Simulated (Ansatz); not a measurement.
Start from `[Cl][In]([Cl])[I]` and change one atom or group to get `[Cl][InH][I]`.

Ansatz, PBE0-D4/def2-TZVP geometries, multiplicity 1. 

Elements past krypton have def2 core potentials.

```tsv
property	`[Cl][In]([Cl])[I]`
ideal-gas entropy at 298 K and 1 bar (rigid rotor, harmonic PBE0-D4/def2-TZVP) / J/(mol·K)	369
HOMO–LUMO gap (ωB97M-V/def2-TZVPP) / eV	9.39
LUMO energy (PBE/def2-TZVPP) / eV	-3.74
HOMO energy (ωB97M-V/def2-TZVPP) / eV	-10.43
LUMO energy (B3LYP/def2-TZVPP) / eV	-3.21
LUMO energy (PBE0/def2-TZVPP) / eV	-2.94
```

(1) Give the same properties after the change, and the shifts. (Estimate.)

Results:

(1) Computed: 
| property | `[Cl][InH][I]` | shift |
| --- | --- | --- |
| ideal-gas entropy at 298 K and 1 bar (rigid rotor, harmonic PBE0-D4/def2-TZVP) / J/(mol·K) | 338 | -31 |
| HOMO–LUMO gap (ωB97M-V/def2-TZVPP) / eV | 9.48 | 0.09 |
| LUMO energy (PBE/def2-TZVPP) / eV | -2.78 | 0.96 |
| HOMO energy (ωB97M-V/def2-TZVPP) / eV | -9.96 | 0.47 |
| LUMO energy (B3LYP/def2-TZVPP) / eV | -2.29 | 0.92 |
| LUMO energy (PBE0/def2-TZVPP) / eV | -2.04 | 0.90 |

With PBE0 the HOMO rises by 0.46 eV and the LUMO rises by 0.90 eV, so the gap widens by about 0.44 eV. PBE moves the HOMO by 0.43 eV and ωB97M-V by 0.47 eV.

B3LYP here is the variant with VWN-RPA as its local correlation; programs differ in this.

Spin–orbit coupling is left out; it splits and shifts lone-pair levels of the heavy atoms by tenths of an eV.
